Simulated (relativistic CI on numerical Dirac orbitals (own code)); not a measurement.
**Slater and spin-orbit integrals, Ho⁶¹⁺**

These numbers are calculated, not measured: Dirac-Coulomb-Breit CI, separate exchange-only KLI orbitals for each configuration, model QED, unscaled Slater integrals (own radial code, finite nucleus).

Slater integrals F^k, G^k are unscaled and averaged over j, outside the closed core 1s2; ζ comes from projecting the Hamiltonian with its Breit term on Σ l·s of the shell.

- 2s2 2p2: F^2(2p,2p) = 1.274e+06, ζ(2p) = 4.9609e+06 cm⁻¹; <r>(2p) = 0.07402, <r^2>(2p) = 0.006665 (bohr units).
- 2s 2p3: F^2(2p,2p) = 1.2729e+06, G^1(2s,2p) = 1.3609e+06, ζ(2p) = 4.947e+06 cm⁻¹; <r>(2s) = 0.08429, <r^2>(2s) = 0.008417, <r>(2p) = 0.07409, <r^2>(2p) = 0.006677 (bohr units).
- 2p4: F^2(2p,2p) = 1.2711e+06, ζ(2p) = 4.9333e+06 cm⁻¹; <r>(2p) = 0.07419, <r^2>(2p) = 0.006695 (bohr units).

Averages of the first 10 configurations, taken without configuration mixing, which lowers the lowest level and can move excited configurations by several eV; other configurations of the list can lie among them:

```json
{"Configuration": "2s2 2p2", "Parity": "even", "States": "15", "Average energy above the lowest level (eV)": "1218.5"}
{"Configuration": "2s 2p3", "Parity": "odd", "States": "40", "Average energy above the lowest level (eV)": "2097.4"}
{"Configuration": "2p4", "Parity": "even", "States": "15", "Average energy above the lowest level (eV)": "3032.1"}
{"Configuration": "2p3 3s", "Parity": "odd", "States": "40", "Average energy above the lowest level (eV)": "10625.5"}
{"Configuration": "2p3 3p", "Parity": "even", "States": "120", "Average energy above the lowest level (eV)": "10881.7"}
{"Configuration": "2p3 3d", "Parity": "odd", "States": "200", "Average energy above the lowest level (eV)": "11086.7"}
{"Configuration": "2s2 2p 3s", "Parity": "odd", "States": "12", "Average energy above the lowest level (eV)": "8880.5"}
{"Configuration": "2s2 2p 3p", "Parity": "even", "States": "36", "Average energy above the lowest level (eV)": "9146.8"}
{"Configuration": "2s2 2p 3d", "Parity": "odd", "States": "60", "Average energy above the lowest level (eV)": "9351.8"}
{"Configuration": "2s 2p2 3s", "Parity": "even", "States": "60", "Average energy above the lowest level (eV)": "9724.9"}
```
